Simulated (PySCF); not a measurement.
Relaxation of sextet Tc(OH)₂

Computed with UB3LYP/[Tc def2-SVP with ECP28, O def2-SVP, H def2-SVP], scalar-relativistic core potentials, density fitting, no spin–orbit coupling, PySCF. A (50,194) grid was used.

A hand-made linear (heavy-atom frame) start, of C2h symmetry, held to at least that symmetry:

```xyz
5
charge 0 multiplicity 6, angstrom
Tc    0.0000    0.0000    0.0000
O     0.0000    0.0000    1.9100
O     0.0000    0.0000   -1.9100
H    -0.7354    0.0000    2.5271
H     0.7354    0.0000   -2.5271
```

At each step, columns x, y, z (Å) and Fx, Fy, Fz (eV/Å):

```
step 0  E − E(last) = 2.99 kJ/mol
Tc   0.000   0.000   0.000   0.000   0.000   0.000
O    0.000   0.000   1.910   0.103   0.000   0.704
O    0.000   0.000  -1.910  -0.103   0.000  -0.704
H   -0.735   0.000   2.527  -0.141   0.000   0.212
H    0.735   0.000  -2.527   0.141   0.000  -0.212
step 1  E − E(last) = 0.06 kJ/mol
Tc   0.000   0.000   0.000   0.000   0.000   0.000
O   -0.003   0.000   1.941   0.035   0.000  -0.012
O    0.003   0.000  -1.941  -0.035   0.000   0.012
H   -0.742   0.000   2.558  -0.047   0.000   0.067
H    0.742   0.000  -2.558   0.047   0.000  -0.067
step 2  E − E(last) = 0.03 kJ/mol
Tc   0.000   0.000   0.000   0.000   0.000   0.000
O   -0.004   0.000   1.943  -0.023   0.000  -0.002
O    0.004   0.000  -1.943   0.023   0.000   0.002
H   -0.743   0.000   2.562   0.014   0.000   0.007
H    0.743   0.000  -2.562  -0.014   0.000  -0.007
step 3  E − E(last) = 0.02 kJ/mol
Tc   0.000   0.000   0.000   0.000   0.000   0.000
O   -0.005   0.000   1.943  -0.020   0.000  -0.011
O    0.005   0.000  -1.943   0.020   0.000   0.011
H   -0.743   0.000   2.564   0.013   0.000   0.004
H    0.743   0.000  -2.564  -0.013   0.000  -0.004
step 4  E − E(last) = 0.00 kJ/mol
Tc   0.000   0.000   0.000   0.000   0.000   0.000
O   -0.009   0.000   1.943  -0.010   0.000  -0.015
O    0.009   0.000  -1.943   0.010   0.000   0.015
H   -0.741   0.000   2.570   0.008   0.000  -0.004
H    0.741   0.000  -2.570  -0.008   0.000   0.004
step 5  E − E(last) = 0.00 kJ/mol
Tc   0.000   0.000   0.000   0.000   0.000   0.000
O   -0.010   0.000   1.942  -0.003   0.000  -0.006
O    0.010   0.000  -1.942   0.003   0.000   0.006
H   -0.741   0.000   2.572   0.002   0.000  -0.002
H    0.741   0.000  -2.572  -0.002   0.000   0.002
```

It ends at C2h with O–H 0.964 Å (×2), Tc–O 1.942 Å (×2); H–O–Tc 131.0° (×2), O–Tc–O 180.0° (after a last refinement on a finer grid). A frequency run shows 1 imaginary mode, down to 273i cm⁻¹, so it is a saddle point.

With open d or f shells other occupations or spin states may lie lower.
